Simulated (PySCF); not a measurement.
Computed shifts of a molecule F2H6Si3, PBE/pcSseg-1 (PySCF), GIAO, gas phase, atoms alike by connectivity averaged where their shifts nearly agree, in ppm (number of nuclei): ¹⁹F: -157.8 (2). ²⁹Si: 59.0 (1), -115.6 (2). ¹H: 3.71 (6). References: ¹⁹F against CFCl3 (σ = 133.6 ppm); ²⁹Si against TMS (σ = 335.4 ppm); ¹H against TMS (σ = 31.49 ppm), references at their B3LYP-D3(BJ)/def2-TZVP geometries, non-relativistic. Geometry: TPSSh-D3(BJ)/def2-SVP. Other conformers were not sampled.

Question: Identify the compound among the candidates.
A. F[SiH2][Si@H](F)[SiH3]
B. F[Si](F)([SiH3])[SiH3]
C. F[SiH](F)[SiH2][SiH3]
D. F[SiH2][SiH2][SiH2]F

Answer: B, F[Si](F)([SiH3])[SiH3]
